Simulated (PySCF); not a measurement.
PBE on S⁻ (sulfur, charge -1), [Ne] 3s2 3p5, 2P determinant. Calculation: PySCF 2.14, in aug-cc-pV(5+d)Z (8s7p6d4f3g2h, 136 functions); the non-relativistic Hamiltonian (point nucleus).

```
cycle= 1 E= -398.03070507108  delta_E= -0.0129  |g|= 0.0164  |ddm|=  5.3
cycle= 2 E= -398.030845932898  delta_E= -0.000141  |g|= 0.00471  |ddm|= 0.171
cycle= 3 E= -398.030848678891  delta_E= -2.75e-06  |g|= 0.00371  |ddm|= 0.0561
cycle= 4 E= -398.030856915951  delta_E= -8.24e-06  |g|= 0.00135  |ddm|= 0.0115
cycle= 5 E= -398.030858281554  delta_E= -1.37e-06  |g|= 7.11e-05  |ddm|= 0.00292
cycle= 6 E= -398.030858286795  delta_E= -5.24e-09  |g|= 1.41e-05  |ddm|= 0.000315
cycle= 7 E= -398.030858286978  delta_E= -1.83e-10  |g|= 4.9e-06  |ddm|= 4.33e-05
converged SCF energy = -398.030858286978  <S^2> = 0.75501654  2S+1 = 2.0050103
```

Highest occupied orbital energy: 1.101 eV; ⟨L²⟩ = 2.03; populations by l: s 6.00, p 11.00, d 0.00, f 0.00.

Q: Can this result be used?

A: With care. Self-consistency was reached. At PBE the highest occupied level has a positive energy, so only the finite basis holds that electron; in a semilocal or global hybrid functional this comes from self-interaction and does not mean that the real anion is unbound.
